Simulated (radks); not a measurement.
Task: Species: In IV. Configuration: [Ar] 3d10 4s1.5 4p6 4d10 5d0.5 (fractional occupations, a model configuration). Method: scalar-relativistic Kohn-Sham, LDA (Slater exchange, Perdew-Zunger correlation), spin-polarised, spherical densities, finite nucleus; open shells are filled with parallel spins first (spin-orbit coupling, left out, can overturn this in heavy ions); Fermi nuclear charge, rms radius 4.6156 fm; computed with a radial shooting solver on a logarithmic mesh with Libxc functionals. Some entries of the table are withheld. Estimate them.

| orbital | occ. | eigenvalue (eV) | <r^2> (bohr^2) |
|---|---|---|---|
| 1s up | 1 | -27757.60 | 0.001197 |
| 1s down | 1 | -27757.40 | 0.001197 |
| 2s up | 1 | -4188.445 | 0.01951 |
| 2s down | 1 | -4188.294 | 0.01951 |
| 2p up | 3 | -3765.722 | 0.01537 |
| 2p down | 3 | -3765.576 | 0.01537 |
| 3s up | 1 | -824.2074 | 0.1394 |
| 3s down | 1 | -824.0029 | 0.1394 |
| 3p up | 3 | -685.7204 | 0.1402 |
| 3p down | 3 | -685.5094 | 0.1402 |
| 3d up | 5 | -469.9555 | 0.1252 |
| 3d down | 5 | -469.7447 | 0.1251 |
| 4s up | 1 | (1) | (2) |
| 4s down | 0.5 | (3) | (4) |
| 4p up | 3 | -113.7496 | 0.9542 |
| 4p down | 3 | -113.1944 | 0.9567 |
| 4d up | 5 | -53.3068 | 1.494 |
| 4d down | 5 | -52.8736 | 1.501 |
| 5d up | 0.5 | -16.3802 | 14.21 |
| 5d down | 0 | -15.6708 | 14.40 |

Result: 
(1) 4s up eigenvalue (eV): -155.4315
(2) 4s up <r^2> (bohr^2): 0.8059
(3) 4s down eigenvalue (eV): -154.8255
(4) 4s down <r^2> (bohr^2): 0.8072
